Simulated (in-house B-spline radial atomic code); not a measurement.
Lu⁺. Computed with a B-spline radial atomic code. Model: non-relativistic spherical atom: semilocal Troullier-Martins pseudo-atom, one channel per l, against all electrons, high spin, G0W0 and RPA with empty states to l = 8, local potential for every l without a channel, a model core (radius 0 = none) keeps its share of the functional.

Without relativity these are model numbers for so heavy an element.

What the tables leave out is listed at the end.

The pseudopotential gives back the lowest level of each angular momentum of its own functional in the configuration it was made in; a second state of the same l is only approximately right. Exact exchange, RPA and GW see the smooth pseudo-orbitals and miss the exchange with the core, for which the functional's share stands in. The column with an uncorrelated core keeps all orbitals and exact exchange, and so separates missing core correlation from pseudisation. Only the three outermost levels and the lowest empty one were computed. RPA here is direct RPA, with no exchange kernel, and its energies carry an (l + 1/2)⁻⁴ tail. A hybrid on a potential with a model core restores only its own semilocal share of the core's exchange.

Command:
```bash
python run_psgw.py task.json out
```
Settings (lengths in bohr, energies in hartree):
```
Z                      71
electrons              70
configuration          [Xe] 4f14 6s2
generated_in           [Xe] 4f14 5d1 6s2
functional             lda,vwn
core_shells            10
radius_factor          0.9
core_correction        False
ion_configuration      [Xe] 4f14 6s1
```

Cost of the run: 85 s on 1 thread of Arm Neoverse N1, on a shared host.

Given: made with LDA VWN5; model core radius 0 bohr; local radius 1.397 bohr; mean-field start PBE0.

Valence shells of the generating configuration: 5p, 4f, 6s, 5d.

Channel: s 2.978, p 1.118, d 1.609, f 1.399 (radii in bohr).

Computed: largest level miss in the spin-unpolarised generating configuration 0 eV; valence RPA correlation energy all-electron orbitals -1.6247 hartree; valence RPA correlation energy pseudo -2.3893 hartree; pseudo-atom RPA polarisability 47.793 bohr³; ionisation by mean-field all-electron 12.95 eV; ionisation by mean-field pseudo minus all 0.194 eV; ionisation by RPA all-electron 13.364 eV.

```tsv
level	occupied	mean-field all-electron (eV)	mean-field pseudo minus all (eV)	G0W0 all-electron (eV)	G0W0 uncorrelated core minus all (eV)	G0W0 pseudo minus all (eV)	exchange self-energy all-electron (eV)	exchange self-energy pseudo (eV)
6s	1	-10.931	-0.166	-13.359	-0.004	-0.439	-8.9053	-8.9587
```

What is the ionisation by RPA pseudo minus all?

0.389 eV.

What is the all-electron RPA polarisability, core included?

51.06 bohr³.

Given: mean-field start Hartree-Fock.

Computed: valence RPA correlation energy all-electron orbitals -1.4147 hartree; valence RPA correlation energy pseudo -2.2076 hartree; all-electron RPA polarisability, core included 42.601 bohr³; pseudo-atom RPA polarisability 32.333 bohr³; ionisation by RPA all-electron 12.967 eV; ionisation by RPA pseudo minus all 0.389 eV.

```json
{"level": "6s", "occupied": "1", "mean-field all-electron (eV)": "-11.939", "mean-field pseudo minus all (eV)": "-0.969", "G0W0 all-electron (eV)": "-13.163", "G0W0 uncorrelated core minus all (eV)": "0.001", "G0W0 pseudo minus all (eV)": "-0.428", "exchange self-energy all-electron (eV)": "-8.4052", "exchange self-energy pseudo (eV)": "-9.6619"}
{"level": "4f", "occupied": "1", "mean-field all-electron (eV)": "-38.811", "mean-field pseudo minus all (eV)": "8.787", "G0W0 all-electron (eV)": "-34.79", "G0W0 uncorrelated core minus all (eV)": "-0.377", "G0W0 pseudo minus all (eV)": "5.508", "exchange self-energy all-electron (eV)": "-81.631", "exchange self-energy pseudo (eV)": "-43.201"}
{"level": "5d (empty)", "occupied": "0", "mean-field all-electron (eV)": "-4.8452", "mean-field pseudo minus all (eV)": "-0.084", "G0W0 all-electron (eV)": "-6.6177", "G0W0 uncorrelated core minus all (eV)": "0.063", "G0W0 pseudo minus all (eV)": "0.302", "exchange self-energy all-electron (eV)": "-6.3478", "exchange self-energy pseudo (eV)": "-5.9775"}
```

What is the ionisation by mean-field all-electron?

11.793 eV.

What is the ionisation by mean-field pseudo minus all?

0.907 eV.

Among the listed levels the largest G0W0 shift of the pseudo-atom is +5.51 eV, for 4f on the Hartree-Fock start, while leaving the core uncorrelated moves that level by -0.38 eV. So pseudisation and the lost core exchange, not the missing core correlation, make the error. Not in the tables (levels of low weight, unsolved or above zero; the highest and the empty levels are kept at any weight): the LDA start was refused, since an empty level lay at or below an occupied one; on PBE0 the G0W0 levels 4f (pseudo minus all +6.86 eV, weights 0.85 and 0.71), 5p (pseudo minus all +0.54 eV, weights 0.42 and 0.76), 5d (pseudo minus all -0.03 eV, weights 0.43 and 0.39); on Hartree-Fock the G0W0 levels 5p (pseudo minus all +0.40 eV, weights 0.65 and 0.81).
